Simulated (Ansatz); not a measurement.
# 1,2-elimination

Start structure (SiH₂SF₂, closed shell), relaxed at PBE0-D4/def2-TZVP:

Si1  (-0.108, 0.443, 0.155)
H2  (-0.403, 1.166, -1.092)
S3  (1.103, -1.262, -0.086)
H4  (0.235, -1.822, -0.948)
F5  (-1.499, 0.080, 0.821)
F6  (0.673, 1.395, 1.150)
(Å)

The step: SiH₂SF₂ ([F][SiH]([F])[SH]) → SiSF₂ ([F][Si]([F])[S]) + H₂; bonds formed: H2–H4; bonds broken: Si1–H2, S3–H4. Ansatz 0.2.0; basis: def2-TZVPP and def2-QZVPP; cores frozen in the correlated methods. Extrapolation: Hartree–Fock as exp(−7.88 √X), correlation as X^−2.97. Energies below are by CCSD(T) at an estimated basis limit (MP2 extrapolated from triple and quadruple zeta, plus CCSD(T) − MP2 in triple zeta).

(1) What are the electronic barrier and the energy of the step, from the start structure to the end structure? (An estimate is asked for; the value comes from the calculation.)

No T1 diagnostic of these runs exceeds 0.014.

Answers

(1) The calculation gives: Barrier 52.51 kcal/mol; step energy 34.75 kcal/mol (uphill); reverse barrier, their difference, 17.76 kcal/mol. Barrier and step energy count from the start structure, the reverse barrier from the end structure.

The saddle point: One imaginary mode of 1100i cm⁻¹.
| pair | start (Å) | saddle (Å) | end (Å) |
| --- | --- | --- | --- |
| H2–H4 | 3.06 | 0.99 | 0.76 |
| Si1–H2 | 1.47 | 1.68 | 2.44 |
| S3–H4 | 1.35 | 1.87 | 3.12 |

Zero-point energy (harmonic, PBE0-D4): ZPE is 15.39 kcal/mol at the start and 13.92 kcal/mol at the saddle, so the barrier goes from 52.51 to 51.03 kcal/mol.

First-order rate constant out of the start structure at 698 K by transition-state theory, with harmonic vibrational free energies alone and no tunnelling: ΔA‡ = 53.22 kcal/mol, so k = (kB T/h) exp(−ΔA‡/kB T) ≈ 10^-3 s⁻¹ (an order of magnitude at best: rotation, the number of equivalent paths and anharmonicity are left out).

Labels in which every atom is bracketed show which atoms are joined, not bond orders.

For scale, one of the runs: CCSD(T)/def2-TZVPP, 174 basis functions, launched by `ansatz run in.yaml --threads 2 --pin off --events-out ev --progress --plain --max-ram 4352MiB`. Hardware: 2 CPU threads of an Arm Neoverse V1, shared host. Wall time 52 s; peak host memory 1.5 GiB.
